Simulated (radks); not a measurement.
The numbers below are computed, except where a source is named.
Rh4+, configuration [Kr] 4d5.

Code: a radial shooting solver on a logarithmic mesh with Libxc functionals. Model: non-relativistic Kohn-Sham, LB94 model potential, spin-polarised, spherical densities, point nucleus; open shells are filled with parallel spins first (spin-orbit coupling, left out, can overturn this in heavy ions); relativity is left out, which matters for an element this heavy.

Energy parts (hartree):
part                    energy
kinetic             4696.30666
electron-nucleus  -11088.20628
Hartree             1842.38780
(The LB94 potential has no energy functional, so no total or exchange-correlation energy is given.)

Orbitals (lengths in bohr, moments of r in powers of bohr; <r^-3> diverges for s and p1/2):
| orbital | occ. | eigenvalue (hartree) | <r> | <r^-3> |
|---|---|---|---|---|
| 1s down | 1 | -828.6734 | 0.03380 | - |
| 1s up | 1 | -828.6719 | 0.03380 | - |
| 2s up | 1 | -120.3080 | 0.1469 | - |
| 2s down | 1 | -120.3008 | 0.1469 | - |
| 2p up | 3 | -111.8685 | 0.1256 | 2911 |
| 2p down | 3 | -111.8663 | 0.1256 | 2911 |
| 3s up | 1 | -23.49638 | 0.4026 | - |
| 3s down | 1 | -23.48722 | 0.4031 | - |
| 3p up | 3 | -20.12207 | 0.3950 | 496.9 |
| 3p down | 3 | -20.11001 | 0.3956 | 495.1 |
| 3d up | 5 | -13.89298 | 0.3679 | 76.91 |
| 3d down | 5 | -13.87401 | 0.3686 | 76.70 |
| 4s up | 1 | -5.08211 | 0.9946 | - |
| 4s down | 1 | -5.04096 | 0.9899 | - |
| 4p up | 3 | -4.04423 | 1.066 | 82.91 |
| 4p down | 3 | -3.99688 | 1.061 | 84.89 |
| 4d up | 5 | -2.37886 | 1.301 | 8.553 |
| 4d down | 0 | -2.32456 | 1.300 | 8.757 |

The highest occupied level is 4d up at -64.732 eV. For comparison, the ionisation energy in NIST's Atomic Spectra Database is 63 eV (theoretical). In exact Kohn-Sham theory the highest level is minus the ionisation energy, but local and semilocal functionals leave it too shallow, through self-interaction and a potential that decays too fast; potentials with the right tail come closer.
